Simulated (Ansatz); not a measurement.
Consider the homolysis of the Ga–S bond: `C[O][Ga]([SH])[SH]` → `C[O][Ga][SH]`• + `[SH]`•.

Program: Ansatz. Geometries: PBE0-D4/def2-TZVP. ΔE: electronic, gas phase. CBS: MP2 limit from def2 TZ/QZ plus the TZ coupled-cluster correction, frozen cores. This one scheme is used for every species. No spin–orbit coupling; open shells (•) take unrestricted orbitals. For Ga outer-core shells are correlated without core-valence functions, which leaves a few kJ/mol of doubt a bond. Scalar relativity is left out up to krypton. One conformer a species, not always the lowest.

| species | CCSD/CBS(def2) energy (Eh) |
| --- | --- |
| `C[O][Ga]([SH])[SH]` | -2835.77417 |
| `C[O][Ga][SH]`• | -2437.32238 |
| `[SH]`• | -398.31283 |

**Question.** Work out ΔE.

**Answer.** ΔE = (-2437.32238) + (-398.31283) − (-2835.77417) = 0.13896 Eh = +3.78 eV. CCSD(T)/CBS gives +3.88 eV.

Largest T1 diagnostic among the species: 0.017.

The D4 term adds +0.16 eV with B3LYP and +0.09 eV with PBE0; it sums over pairs of atoms, weighted by their polarisabilities, and B3LYP, whose exchange is more repulsive, gets the larger term. From PBE to PBE0 (25 % exact exchange), in def2-TZVPP and without D4, ΔE moves by +0.06 eV.

B3LYP here is the variant with VWN-RPA as its local correlation; programs differ in this.
